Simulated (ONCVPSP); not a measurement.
# Ru, ONCV: configuration errors across variants

ONCVPSP 4.0.1 input, shortened (lines: element, Z, core and valence counts, functional; n l f; lmax; l rc ep ncon nbas qcut; lloc lpopt rc5 dvloc0; l nproj debl; icmod fcfact rcfact), PBEsol, scalar-relativistic:

```
  Ru 44.00    6    4  -116133      upf
    1    0    2.00
    2    0    2.00
    2    1    6.00
    3    0    2.00
    3    1    6.00
    3    2   10.00
    4    0    2.00
    4    1    6.00
    4    2    7.00
    5    1    1.00
    2
    0    1.30    0.00    3    7    9.40
    1    1.95    0.00    4    8    6.50
    2    2.00    0.00    4    9    9.40
    4    5    1.15    0.00
    0    2    1.50
    1    2    2.00
    2    2    3.00
    0    0.00    0.00
```

In the s channel the program set the typed energies aside and used -2.864, 0.250 Ha.

All-electron excitation energies from the reference (eV): (1) 4s2 4p6 4d7 5s1 5p0 -3.520; (2) 4s2 4p6 4d7 5p0 3.780; (3) 4s2 4p6 4d6 5p0 21.965; (4) 4s2 4p6 4d6 5s1 5p0 6.610.

1 further variants failed, have other tests or too few solved ones, and are left out.

Errors AE − PS in meV (a dash: test not solved or not reliable):

| change | (1) | (2) | (3) | (4) | bound ghosts | GHOST(+) flags above zero |
| --- | --- | --- | --- | --- | --- | --- |
| base | +0.5 | -0.8 | -0.9 | +1.4 | none | s |
| d: debl 0.35 | +0.5 | -0.8 | -0.8 | +1.5 | none | s |
| d: debl 0.5 | +0.5 | -0.8 | -0.8 | +1.5 | none | s |
| d: debl 0.85 | +0.5 | -0.8 | -0.8 | +1.5 | none | s |
| d: debl 1.05 | +0.5 | -0.8 | -0.8 | +1.5 | none | s |
| d: debl 1.65 | +0.5 | -0.8 | -0.8 | +1.4 | none | s |
| d: debl 2.55 | +0.5 | -0.8 | -0.9 | +1.4 | none | s |
| d: debl 3.75 | +0.5 | -0.8 | -0.9 | +1.4 | none | s |

Q: Give the same row for: d: debl 5.2.

A: +0.5, -0.8, -1.1, +1.3; bound ghosts: none; GHOST(+) flags above zero: s.
